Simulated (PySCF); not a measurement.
# Dipole response of Tc²⁺ (technetium, charge +2)

[Kr] 4d4 5s1, high-spin 6D determinant (an excited configuration). All numbers are calculated (PySCF 2.14, the spin-free X2C one-electron Hamiltonian (Gaussian nucleus), in ANO-RCC-VTZP (7s6p4d2f1g, 68 functions)). Coupled (time-dependent) response in atomic units; α is the mean over directions. The basis has no added diffuse functions, which lowers α and C₆.

| method | mean α (bohr³) | α xx, yy, zz | C₆ (like pair) | S(−4) |
| --- | --- | --- | --- | --- |
| M06-2X | 23.91 | 23.80, 23.80, 24.14 | 142.8 | 356.3 |
| M06 | 24.35 | 24.95, 24.95, 23.16 | 140.7 | 416.9 |

S(−4) is the Cauchy moment in α(ω) = α(0) + S(−4) ω² + …

Spin-orbit coupling is absent.

α(iu) at M06:

```
u (hartree)  α(iu) (bohr³)
          0          24.35
     0.0500          23.37
      0.100          20.94
      0.200          15.44
      0.300          11.53
      0.500          7.473
      0.750          5.204
       1.00          3.966
       1.50          2.573
       2.00          1.798
       3.00          1.004
       5.00         0.4338
```

A single London oscillator, α(iu) = α/(1 + u²/ω²), gives C₆ = (3/4) ω α². Matching the computed C₆ needs ω = 4 × 140.7 / (3 × 24.35²) = 0.316 hartree.

For an ion, C₆ is the dispersion term alone; charge-induced terms of lower order in 1/R come first.

The components differ because the open shell of this determinant is not spherical; for a pure term their mean is the scalar polarisability.
